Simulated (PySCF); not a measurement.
Selenium: a sound run and one with changed settings

Sound run: Se⁺ [Ar] 3d10 4s2 4p3, Se²⁺ [Ar] 3d10 4s2 4p2. Calculation: PySCF 2.14, in pcseg-2 (6s5p3d1f, 43 functions); no relativity, point nucleus. In the sound run the correlated levels freeze [Ar] 3d10. The sound run starts from symmetry-adapted Hartree-Fock orbitals and uses a fine grid where one is needed.

Changed run: the spin-free X2C one-electron Hamiltonian (Gaussian nucleus). This setting is unsound on purpose.

```json
{"species": "Se⁺", "method": "UHF", "sound run (hartree)": "-2399.52875", "changed run (hartree)": "-2421.59522", "converged": "yes"}
{"species": "Se⁺", "method": "B3LYP", "sound run (hartree)": "-2401.21100", "changed run (hartree)": "-2423.26665", "converged": "yes"}
{"species": "Se⁺", "method": "r2SCAN", "sound run (hartree)": "-2401.15704", "changed run (hartree)": "-2423.21515", "converged": "yes"}
{"species": "Se⁺", "method": "MP2", "sound run (hartree)": "-2399.60380", "changed run (hartree)": "-2421.66972", "converged": "yes"}
{"species": "Se⁺", "method": "CCSD(T)", "sound run (hartree)": "-2399.62128", "changed run (hartree)": "-2421.68681", "converged": "yes"}
{"species": "Se²⁺", "method": "UHF", "sound run (hartree)": "-2398.76250", "changed run (hartree)": "-2420.82744", "converged": "yes"}
{"species": "Se²⁺", "method": "B3LYP", "sound run (hartree)": "-2400.42803", "changed run (hartree)": "-2422.48237", "converged": "yes"}
{"species": "Se²⁺", "method": "r2SCAN", "sound run (hartree)": "-2400.36314", "changed run (hartree)": "-2422.41990", "converged": "yes"}
{"species": "Se²⁺", "method": "MP2", "sound run (hartree)": "-2398.81912", "changed run (hartree)": "-2420.88360", "converged": "yes"}
{"species": "Se²⁺", "method": "CCSD(T)", "sound run (hartree)": "-2398.83694", "changed run (hartree)": "-2420.90093", "converged": "yes"}
```

Ionisation energy of Se⁺:

```
 method  sound run (eV)  changed run (eV)
    UHF          20.851            20.892
  B3LYP          21.306            21.341
 r2SCAN          21.603            21.640
    MP2          21.352            21.391
SCS-MP2          21.203            21.243
   CCSD          21.315            21.357
CCSD(T)          21.343            21.385
```

Most of the change in total energy is the relativistic energy itself. On top of that the contraction fixes the core shape for the Hamiltonian it was made with, so the changed run is not a good calculation with the other Hamiltonian either.

For comparison, NIST gives 21.196 ± 0.01 eV between the lowest levels.
